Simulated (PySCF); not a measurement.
W(O)(F)3(OMe) (CH3F3O2W), SMILES C[O][W](=[O])([F])([F])[F], multiplicity 1.

The structure is a stationary point at PBE-D3(BJ)/def2-SVP. The spin state was assumed, not searched. The def2 effective core potentials stand for the cores of W; spin–orbit coupling is left out. One conformer was computed; it need not be the lowest.

The numbers are results of TDA-B3LYP/def2-SVPD (PySCF), not measurements.

Vertical excitations. Gas-phase values at a fixed geometry.

Estimate the UV-visible absorptions. (Estimate from the structure and the level; the computed values follow.)


```tsv
state	energy (eV)	λ (nm)	f	main pairs
S1	4.34	286	0.001	HOMO→LUMO 93 %
S2	5.17	240	0.045	HOMO−1→LUMO 70 %, HOMO→LUMO+2 15 %
S3	5.46	227	0.000	HOMO−2→LUMO 98 %
S4	5.76	215	0.000	HOMO→LUMO+1 75 %, HOMO→LUMO+2 17 %
S5	5.84	212	0.001	HOMO−3→LUMO 94 %
S6	6.00	207	0.001	HOMO−1→LUMO+2 62 %, HOMO−1→LUMO+1 25 %
S7	6.09	204	0.000	HOMO−1→LUMO+1 71 %, HOMO−1→LUMO+2 23 %
S8	6.27	198	0.000	HOMO−5→LUMO 98 %
S9	6.53	190	0.055	HOMO−4→LUMO 63 %, HOMO−2→LUMO+1 12 %, HOMO−3→LUMO+2 10 %
S10	6.68	186	0.001	HOMO−2→LUMO+2 72 %, HOMO−2→LUMO+1 21 %
T1	3.99	311	0	HOMO−1→LUMO 66 %, HOMO→LUMO 32 %
T2	4.18	297	0	HOMO→LUMO 67 %, HOMO−1→LUMO 32 %
T3	5.15	241	0	HOMO→LUMO+2 64 %, HOMO→LUMO+1 19 %
T4	5.32	233	0	HOMO−2→LUMO 98 %
```
Triplets are in the Tamm–Dancoff approximation.
